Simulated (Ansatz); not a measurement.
The cluster BeBr2⁻. Total charge -1; doublet. Geometry PBE-D4/def2-TZVP, that of the neutral singlet; atoms count from 1.

```xyz
3

Be    0.000    0.000    0.000
Br   -1.406    0.563    1.245
Br    1.406   -0.563   -1.245
```

The highest occupied level of the charge -1 doublet lies above zero (up to 1.42 eV). By energy differences it is unbound by 0.36 eV (vertical, to the charge 0 singlet, at PBE0-D4/def2-TZVPD) and held by the finite basis. The structure comes from a short search, and lower isomers may exist.

**Question.** Estimate the Mulliken populations from the PBE0/def2-TZVPD orbitals of Ansatz.

**Answer.** 
```csv
atom,charge (e),spin (α − β)
Be1,-2.11,2.10
Br2,0.55,-0.55
Br3,0.55,-0.55
```
Mulliken values and Mayer orders depend strongly on the basis. With diffuse functions, as here, like atoms can get unlike values, and bond orders can come out too low or too high.

**Question.** Where does the spin sit?

**Answer.** Summed by element: Be 2.10, Br -1.10, of 1 unpaired in all. Largest on single atoms: Be1 2.10, Br2 -0.55, Br3 -0.55.
